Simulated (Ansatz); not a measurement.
Ansatz results at the PBE0-D4/def2-TZVP geometry: HOMO energy (B3LYP/def2-TZVPP) -6.50 eV; size of the dipole moment (B3LYP/def2-TZVPP) 1.62 D; LUMO energy (PBE0/def2-TZVPP) -1.43 eV.

Each molecule was computed in one conformer, which needn't be the lowest.

(1) Which molecule gave them?
A. `[NH2][MgH]`
B. `C[S][Mg][O][SiH3]`
C. `[MgH][O][SiH3]`
D. `[F][Mg][O][SiH3]`

Answers

(1) B. The others give `[MgH][O][SiH3]`: -7.83, 1.49, -0.93; `[F][Mg][O][SiH3]`: -8.09, 0.17, -1.70; `[NH2][MgH]`: -6.06, 0.78, -0.46.

B3LYP here is the variant with VWN-RPA as its local correlation; programs differ in this.
